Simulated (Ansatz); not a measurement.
This geometry of C₄H₁₁B (16 atoms, charge 0, multiplicity 1) is a first-order saddle point.

Method: Ansatz 0.2.0, RKS PBE0-D4/def2-mTZVP.

```xyz
16
Properties=species:S:1:pos:R:3
B -0.154 -0.620 -0.240
C -0.052 1.440 0.819
C -1.277 0.950 1.028
H -1.223 -1.125 0.018
C 0.001 -0.070 -1.718
C 1.084 -1.232 0.540
H 0.175 2.060 -0.038
H 0.750 1.280 1.529
H -2.095 1.152 0.348
H -1.517 0.377 1.915
H -0.835 0.548 -2.060
H 0.020 -0.940 -2.387
H 0.930 0.479 -1.904
H 1.247 -2.241 0.135
H 0.920 -1.368 1.613
H 2.025 -0.691 0.402
```

**Question.** Which two structures does it join? (They come from a converged band through this point; their orientation in space is the band's.)

**Answer.** Bonds broken: B1–C2, C3–H4. Bonds formed: B1–H4. C4H11B becomes C2H4 + C2H7B.

Initial state:

```xyz
16
Properties=species:S:1:pos:R:3
B 0.449 -0.131 -0.278
C -0.092 0.989 0.685
C -1.538 0.632 1.065
H -1.592 -0.327 1.589
C 0.179 -0.031 -1.821
C 1.275 -1.328 0.312
H -0.095 1.974 0.204
H 0.500 1.075 1.603
H -2.181 0.559 0.183
H -1.973 1.386 1.725
H -0.614 0.668 -2.100
H -0.013 -0.996 -2.301
H 1.100 0.348 -2.290
H 1.291 -2.232 -0.303
H 0.983 -1.596 1.333
H 2.320 -0.989 0.392
```

Final state:

```xyz
16
Properties=species:S:1:pos:R:3
B -0.113 -0.859 -0.379
C -0.131 1.661 0.947
C -1.325 1.116 1.144
H -1.201 -1.272 -0.074
C 0.045 -0.185 -1.787
C 1.116 -1.332 0.473
H 0.076 2.287 0.086
H 0.687 1.509 1.643
H -2.146 1.272 0.453
H -1.534 0.496 2.009
H -0.796 0.452 -2.073
H 0.055 -1.001 -2.526
H 0.976 0.371 -1.928
H 1.347 -2.357 0.145
H 0.914 -1.409 1.544
H 2.029 -0.748 0.324
```

**Question.** How far does it lie above each of them?

**Answer.** 36.8 kcal/mol above the first and 0.3 kcal/mol above the second. This is the barrier of this one path; another mechanism may lie lower. The orbitals stay closed-shell, which can raise the energy where a bond breaks towards radicals; this wasn't checked here.

Run time: 2.9 min on 4 threads of Arm Neoverse N1, with other jobs on the host, peak memory 0.32 GiB.
